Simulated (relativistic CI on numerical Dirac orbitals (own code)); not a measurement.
The numbers below are computed, except where a source is named.
**Quantum defects of the nd series of Xe7+**

Problem. The nd 2D levels with J = 3/2 of Xe7+ lie at 5d: 309888.0, 6d: 527425.0, 7d: 634595.0, 8d: 696304.0 cm⁻¹ (Saloman, J. Phys. Chem. Ref. Data 33, 765 (2004)), and the ionisation limit at 854768.6 cm⁻¹ (NIST ASD). Find the quantum defects and predict 9d.

Working.
1. The outer electron sees the charge z = 8; R = 109736.86 cm⁻¹ for this mass. The binding energy T = limit − E defines n* = z√(R/T).
2. Values: 5d: T = 544880.6, n* = 3.5902, δ = n − n* = 1.4098; 6d: T = 327343.6, n* = 4.6320, δ = n − n* = 1.3680; 7d: T = 220173.6, n* = 5.6479, δ = n − n* = 1.3521; 8d: T = 158464.6, n* = 6.6573, δ = n − n* = 1.3427.
3. With δ held at 1.3427: E(9d) = limit − Rz²/(9 − δ)² = 734990.4 cm⁻¹.
4. The Ritz form δ = δ₀ + a/n*² through the last two members has a = 1.0783 and δ₀ = 1.3183, so with n* ≈ 9 − 1.3427, δ(9) = 1.3367 and E = 735176.0 cm⁻¹.

Check. The measured level is 735070.0 cm⁻¹ (δ = 1.3401), so the two predictions miss by -79.6 and 106.0 cm⁻¹. The defect is large because this electron penetrates the core.
